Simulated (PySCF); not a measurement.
Q: Write Cartesian coordinates for InChI=1S/C3H2BF3/c4-2-1-3(5,6)7/h4H2 as optimised with PBE0-D3(BJ)/def2-SVP.

A: 
```
atom  x, y, z in Å
B1     2.352    0.273   -0.090
C2     0.852    0.096   -0.025
C3    -0.357   -0.049    0.021
C4    -1.817   -0.217    0.063
F5    -2.162   -1.398    0.571
F6    -2.335   -0.136   -1.161
F7    -2.369    0.732    0.816
H8     3.069   -0.505    0.488
H9     2.816    1.188   -0.722
```

Any rigid rotation of these coordinates is as good. Atoms count from 1 in this order. All 3 C–F bonds measure 1.331 Å. The C–C distances run from 1.219 Å (C2≡C3, drawn triple) to 1.470 Å (C3–C4, drawn single), a spread of 0.251 Å. B1 (three-coordinate boron) is planar (angles 120.8°, 119.6° and 119.5°, sum 360.0°, 0.00 Å off the plane of its three neighbours).

Bonds between heavy atoms (Å): B1–C2 1.513, C2≡C3 1.219, C3–C4 1.470, C4–F5 1.331, C4–F6 1.331, C4–F7 1.331.

The calculation used PBE0-D3(BJ)/def2-SVP geometry optimisation, gas phase in PySCF.

Point group: near Cs, missed by 0.30 Å at most; the miss may be what the optimiser left on a soft mode. Stationary, but not proved a minimum.
